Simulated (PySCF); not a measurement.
**Electron correlation in B (boron, neutral)**

[He] 2s2 2p1, 2P determinant. Computed with PySCF 2.14 in dyall-acv3z (15s9p4d2f, 76 functions), with no relativity, point nucleus. Frozen: nothing; 5 electrons correlated; the 5 highest virtual orbitals of each spin left out.

```
  level  correlation energy (mhartree)
   CCSD                        -112.83
    (T)                          -1.76
CCSD(T)                        -114.59
```

Diagnostics: T1 = 0.012, D1 = 0.0285, largest double amplitude 0.071.

Task: Is a single reference adequate?

Result: Mostly. T1 lies below 0.03, but a double amplitude of this size points to a near-degeneracy that CCSD handles and MP2 describes poorly.
